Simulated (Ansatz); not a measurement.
Basis sets compared for Zr(OH)F3 (ZrOF3H). The state is a singlet with charge 0. Geometry PBE0-D4/def2-SVP. Ansatz on 2 threads of AMD EPYC 7R13 on a shared host; times are rough, and most runs start from earlier orbitals.

```csv
atom,x (Å),y (Å),z (Å)
Zr1,0.038,-0.222,-0.414
O2,-0.115,0.676,1.252
H3,-0.191,1.126,2.093
F4,-0.344,-2.074,-0.182
F5,1.808,-0.025,-1.089
F6,-1.195,0.521,-1.661
```

In the def2 sets Zr takes a core potential; there is no spin–orbit coupling.

Binding counts from free atoms (Zr triplet, O triplet, H doublet, F doublet) in the same basis, without a counterpoise term.

```csv
level,functions,energy (Eh),HOMO (eV),LUMO (eV),binding per atom (eV),wall time
PBE-D4/def2-SVP,92,-422.1038,-8.25,-1.34,–,0.96 s
PBE-D4/def2-TZVP,170,-422.5727,-8.50,-1.56,–,1.7 s
r2SCAN-D4/def2-TZVP,170,-422.7826,-8.91,-1.38,–,2.9 s
PBE0-D4/def2-SVP,92,-422.0650,-10.11,-0.52,5.09,1.1 s
PBE0-D4/def2-TZVP (with forces),170,-422.5324,-10.28,-0.67,5.00,2.8 s
```

Task: Estimate the rows for PBE-D4/def2-TZVPD, r2SCAN-D4/def2-TZVPD, PBE0-D4/def2-TZVPD.

Result: 
```tsv
level	functions	energy (Eh)	HOMO (eV)	LUMO (eV)	binding per atom (eV)	wall time
PBE-D4/def2-TZVPD	209	-422.5770	-8.56	-1.63	–	2.3 s
r2SCAN-D4/def2-TZVPD	209	-422.7865	-8.93	-1.40	–	4 s
PBE0-D4/def2-TZVPD	209	-422.5364	-10.31	-0.70	5.00	3.1 s
```
